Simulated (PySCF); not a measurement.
Mapped SMILES: `[OH:1][c:2]1[cH:3][cH:4][c:5]([F:6])[cH:7][cH:8]1`; H(Xn) means a hydrogen on atom n.

Theory: geometry: PBE0-D3(BJ)/def2-SVP, NMR shieldings at PBE0/pcSseg-1/GIAO, in PySCF (a single conformation, non-relativistic Hamiltonian, in vacuum, averaged over atoms made equivalent by symmetry, fast rotation or ring inversion).

Referencing at the same level of theory: ¹³C (σref 184.41) and ¹H (σref 31.27) vs TMS; H2O for ¹⁷O (σref 334.56); ¹⁹F (σref 177.25) vs CFCl3.

```
      atoms  nucleus  count  Hirshfeld charge  δ (ppm)
         C5      ¹³C      1              0.07        ?
         C2      ¹³C      1              0.07    157.6
H(C4)/H(C7)       ¹H      2              0.06     7.02
      C4/C7      ¹³C      2             -0.07    121.7
      H(O1)       ¹H      1              0.18     3.68
         F6      ¹⁹F      1             -0.09   -125.9
H(C3)/H(C8)       ¹H      2              0.05        ?
         O1      ¹⁷O      1             -0.18        ?
      C3/C8      ¹³C      2             -0.07    118.8
```

**Question.** Complete the table.

**Answer.** 
- C5: 163.4 ppm, aromatic carbon bearing fluorine; an ipso carbon deshielded by its heteroatom
- H(C3)/H(C8): 6.70 ppm, hydrogen on an aromatic CH; ortho or para to a lone-pair donor, hence upfield of benzene
- O1: 118.5 ppm, phenol-type oxygen

Exchangeable OH/NH protons stand at their gas-phase positions; hydrogen bonding in a real sample shifts them, mostly to higher δ. Shifts are as computed. Against solution values, carbons near 30 ppm lie about +2 ppm off and those near 130 ppm about +5 ppm. Of 1211 compounds with measured shifts, 218 miss one by over three times the rms of a fit or turn the order of signals round; such compounds aren't used in these exercises. Unscaled 19F shifts against computed CFCl3 carry errors that often reach 10 to 50 ppm. Experimental scales use liquid or dissolved standards, which lie at an offset from isolated H2O (liquid H2O: subtract about 36 ppm).
